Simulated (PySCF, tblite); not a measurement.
C5H5NO2.
Structure used (GFN2-xTB), in Å, numbered top down from 1:
```
atom  x, y, z in Å
O1    -2.8661   -0.2385    0.1519
N2    -1.6180   -0.1086    0.0832
C3    -1.0485    1.1187    0.0003
C4     0.3093    1.2925   -0.0744
C5     1.1557    0.1834   -0.0670
O6     2.4938    0.3736   -0.1388
C7     0.5642   -1.0741    0.0171
C8    -0.8036   -1.1885    0.0908
H9    -1.7412    1.9455   -0.0012
H10    0.7302    2.2819   -0.1377
H11    2.9543   -0.4740   -0.1281
H12    1.1689   -1.9695    0.0262
H13   -1.3034   -2.1420    0.1602
```

Computed with CAM-B3LYP/def2-SVPD in PySCF (dipole) on a GFN2-xTB geometry, gas phase.

Masses are those of the commonest isotopes; rigid-rotor values at the optimised geometry. The values belong to one conformer with, in the numbering `[O-:1][n+:2]1[cH:3][cH:4][c:5]([OH:6])[cH:7][cH:8]1`, C4–C5–O6–H 180°.

Give the principal moments of inertia and the rotational constants in MHz.

Ia = 84.89, Ib = 322.85, Ic = 407.74 u·Å²; 505379 MHz·u·Å²/I gives A = 5953, B = 1565, C = 1239 MHz.

What kind of rotor is it?

An asymmetric top. Ray's parameter κ = (2B − A − C)/(A − C) = -0.862; −1 is the prolate and +1 the oblate limit.

Is it planar, by Δ = Ic − Ia − Ib?

Planar: Δ = Ic − Ia − Ib = 0.00 u·Å². For a rigid frame Δ = −2 Σ m c², so it vanishes when all atoms lie in the ab plane; here none is more than 0.01 Å from it.

Which types of transition are allowed, and where do some lines up to J = 2 fall?

The dipole components are |μa| = 4.75 D, |μb| = 1.34 D, |μc| = 0.00 D; the mirror of this Cs structure is the ab plane, so μc vanishes by symmetry (the 0.01 D computed is a residue) and there are no c-type lines. Intensities carry the squares of the components, which stand as 1.00 : 0.08 (a : b). Some lines, for components of 0.1 D or more:

```tsv
type	branch	J(Ka,Kc)	MHz	lower level (cm⁻¹)
a	Q	1(1,0) ← 1(1,1)	326	0.240
a	Q	2(1,1) ← 2(1,2)	978	0.416
b	R	2(0,2) ← 1(1,1)	1204	0.240
a	R	1(0,1) ← 0(0,0)	2805	0.000
b	Q	1(1,0) ← 1(0,1)	4714	0.094
b	Q	2(1,1) ← 2(0,2)	5057	0.280
a	R	2(1,2) ← 1(1,1)	5284	0.240
a	R	2(0,2) ← 1(0,1)	5592	0.094
a	R	2(1,1) ← 1(1,0)	5936	0.251
b	R	1(1,1) ← 0(0,0)	7193	0.000
b	R	2(1,2) ← 1(0,1)	9672	0.094
b	Q	2(2,0) ← 2(1,1)	13181	0.449
b	Q	2(2,1) ← 2(1,2)	14141	0.416
b	R	2(2,1) ← 1(1,0)	19099	0.251
b	R	2(2,0) ← 1(1,1)	19442	0.240
```

Estimate the classical rotational partition function at 10 K, 200 K and 500 K.

Point group Cs, symmetry number σ = 1; q = (√π/σ)·√((kT/h)³/(ABC)), k/h = 20836.6 MHz/K: 1570 at 10 K, 140000 at 200 K, 555000 at 500 K.

Its GFN2-xTB frequencies are all real (lowest 138 cm⁻¹). These are rigid-rotor constants of the computed structure; measured ground-state constants (B0) also hold zero-point vibration. Quadrupole hyperfine structure (14N) is left out.

The run took 73 s of wall time on one thread, Arm Neoverse N1 (aarch64), on a shared host, and the process peaked at 0.92 GiB of memory. This is the CAM-B3LYP/def2-SVPD job that gave the dipole, with the excitations it also computed.
